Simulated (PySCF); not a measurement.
CH12N2Si3, SMILES C[Si](N)(N)[SiH2][SiH3].

The structure is a stationary point at PBE0-D3(BJ)/def2-SVP. The structure was generated by enumeration, and PubChem lists no compound with its InChIKey, so it may never have been made. One conformer was computed; it need not be the lowest.

Computed with PBE0-D3(BJ)/def2-SVP in PySCF.

Frequencies are harmonic and unscaled.

Computed vibrational spectrum:
```csv
mode,ν (cm⁻¹),IR (km/mol),moving atoms (share of kinetic energy)
1,35,0.0,"Si 41 %, H 25 %, N 24 %, C 11 %"
2,64,0.5,"Si 48 %, H 22 %, N 21 %, C 8 %"
3,103,5.1,"H 45 %, N 32 %, C 16 %"
4,125,0.8,H 83 %
5,149,0.5,H 94 %
6,156,1.8,"H 51 %, N 19 %, Si 17 %, C 12 %"
7,190,13.8,"H 43 %, Si 29 %, N 26 %"
8,205,4.2,"H 71 %, N 13 %, Si 9 %"
9,244,11.3,"Si 34 %, H 30 %, N 26 %, C 9 %"
10,258,2.5,"H 55 %, N 23 %, Si 11 %, C 11 %"
11,292,63.7,"H 82 %, N 11 %"
12,337,12.7,"H 86 %, Si 11 %"
13,387,80.2,"H 58 %, N 23 %, Si 15 %"
14,398,23.2,"Si 51 %, H 36 %, N 13 %"
15,439,164.6,"H 62 %, N 19 %, Si 19 %"
16,453,75.3,"Si 68 %, H 24 %"
17,502,1.9,"H 81 %, Si 16 %"
18,505,46.0,"H 76 %, Si 21 %"
19,666,79.1,"H 57 %, C 22 %, Si 14 %"
20,674,47.2,"H 82 %, Si 10 %"
21,695,84.2,"H 64 %, Si 17 %, C 15 %"
22,734,2.6,"H 67 %, N 21 %, C 11 %"
23,746,3.6,"H 79 %, C 13 %"
24,819,15.2,"H 51 %, N 29 %, Si 10 %, C 9 %"
25,847,57.5,"H 34 %, Si 33 %, N 31 %"
26,859,170.4,"H 67 %, Si 16 %, N 11 %"
27,875,229.5,"H 87 %, Si 10 %"
28,906,52.4,"H 70 %, Si 18 %, N 11 %"
29,918,102.1,"H 58 %, Si 25 %, N 15 %"
30,937,52.8,H 93 %
31,941,42.7,H 96 %
32,1260,37.1,"H 77 %, C 22 %"
33,1427,6.6,H 96 %
34,1429,2.9,H 96 %
35,1544,43.6,"H 90 %, N 10 %"
36,1546,69.0,"H 89 %, N 11 %"
37,2185,80.1,H 97 %
38,2197,53.2,H 96 %
39,2209,71.1,H 99 %
40,2217,132.7,H 96 %
41,2221,112.4,H 96 %
42,3053,3.1,H 97 %
43,3155,3.8,"H 91 %, C 9 %"
44,3168,3.0,"H 91 %, C 9 %"
45,3598,29.8,H 96 %
46,3602,23.8,H 96 %
47,3698,21.1,"H 91 %, N 9 %"
48,3708,26.8,"H 91 %, N 9 %"
```
